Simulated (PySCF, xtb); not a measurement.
AlH3S3, SMILES [SH][Al]([SH])[SH]. The values are those of a single conformer.

Harmonic wavenumbers (cm⁻¹) from GFN2-xTB (xtb) at its own minimum, in rising order: 77, 97, 127, 148, 171, 178, 349, 481, 501, 520, 584, 600, 2370, 2378, 2411.

### Question
What does B3LYP-D3(BJ)/def2-SVP in PySCF give at its own minimum? (Estimate from the structure and the level; the computed values follow.)

### Answer
108, 118, 134, 174, 207, 228, 348, 538, 549, 608, 678, 705, 2666, 2668, 2671. Paired by order, the mean absolute difference is 94 cm⁻¹ and the zero-point energies are 15.7 and 17.7 kcal/mol.
